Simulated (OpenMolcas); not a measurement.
# F+: Slater's ratio, worked from levels

```yaml
Program: OpenMolcas
Basis: ANO-RCC-VQZP [5s4p3d2f1g]
Scalar_Hamiltonian: DKH2, point nucleus
Active_space: 4 electrons in 3 orbitals (2p)
State_averaging: 2S+1 = 3 even, 3 roots; 2S+1 = 1 even, 6 roots
Spin-orbit_coupling: RASSI with atomic mean-field integrals over the reference wave functions, term energies averaged over their components
```

Methods: CASSCF; SS-CASPT2, IPEA 0.25 Eh, imaginary shift 0.1 Eh (closed shells correlated: 1s 2s). Measured levels: NIST Handbook of Basic Atomic Spectroscopic Data.

**Slater's ratio.** With one set of orbitals, p4 has ¹D - ³P = 6 F2 and ¹S - ¹D = 9 F2 (F2 = F²/25), a ratio of 3/2. Term energies are centres of gravity, weighted by 2J + 1.

```tsv
Source	¹D - ³P	¹S - ³P	F2 from the first	Ratio
CASSCF	22641	56352	3774	1.489
SS-CASPT2	20651	46676	3442	1.260
measured	20705	44750	3451	1.161
```

Energies in cm-1. A ratio away from 3/2 shows effects beyond one configuration with one set of orbitals, and in heavier atoms second-order spin-orbit shifts.

Term energies are means over components that CASPT2 splits; among the terms shown or strongly mixed into the levels shown the widest spread is 48 cm-1 (2s² 2p⁴ ¹D, SS-CASPT2). With the s shell closed, the reference lacks s² → p² mixing. Without dynamic correlation excited terms often stand tens of per cent too high (terms of higher spin than the ground term too low), and those without a measured partner can miss by more than the paired ones (holds for CASSCF). Measured partners are found by configuration, term and J. A level has none where our copy of the source lacks it or the pairing is in doubt (some pairs that miss far off the trend of their configuration count as doubtful), and it then counts in no deviation. Only configurations of the active space appear.
